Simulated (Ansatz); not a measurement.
Wavefunction ladder for `C[O][Ti]1234([F])([N](C)C)[C@H]5[C@@H]1[C@@H]2[C@@H]3[C@H]54`

Z-matrix (Å, degrees):
```
Ti
C 1 2.385
C 1 2.414 2 56.7
C 1 2.897 2 90.8 3 160.6
N 1 1.891 2 106.7 3 140.4
C 1 2.366 2 34.6 3 78.9
C 1 2.419 2 34.2 3 -36.6
O 1 1.818 2 141.7 3 8.2
F 1 1.795 2 92.5 3 -117.3
C 1 2.939 2 111.0 3 115.3
C 1 2.880 2 163.9 3 -6.6
C 1 2.376 2 57.2 3 41.1
H 2 1.081 1 117.6 3 159.2
H 3 1.079 1 118.0 2 -159.6
H 4 1.102 1 113.3 2 -34.1
H 4 1.092 1 78.6 2 71.1
H 4 1.099 1 134.5 2 174.6
H 6 1.080 1 118.4 2 122.5
H 7 1.080 1 118.3 2 -121.3
H 10 1.099 1 134.5 2 135.8
H 10 1.092 1 80.5 2 -118.2
H 10 1.102 1 112.3 2 -12.4
H 11 1.096 1 101.0 2 -88.9
H 11 1.097 1 88.8 2 163.0
H 11 1.095 1 138.4 2 45.6
H 12 1.080 1 117.4 2 159.8
```

The species carries charge 0 and has multiplicity 1. Correlated methods include outer-core shells of Ti, which these sets cover unevenly. Scalar relativity is left out up to krypton. Geometry: relaxed with PBE0-D4/def2-TZVP. It is one conformer, not always the lowest. Frozen core, restricted reference, Ansatz 0.2.0.

```tsv
basis	HF (Eh)	MP2 corr.	CCSD corr.	(T)	CCSD(T) total
def2-SVP	?	-1.98990	-2.05079	?	?
def2-TZVPP	?	-2.50651	?	-0.13206	?
def2-QZVPP	-1388.61650	-2.68278	–	–	–
```

Fill in the withheld values. (An estimate is asked.)

Computed: def2-SVP HF (Eh): -1387.83664; def2-SVP (T): -0.08996; def2-SVP CCSD(T) total: -1389.97739; def2-TZVPP HF (Eh): -1388.57799; def2-TZVPP CCSD corr.: -2.53762; def2-TZVPP CCSD(T) total: -1391.24767.
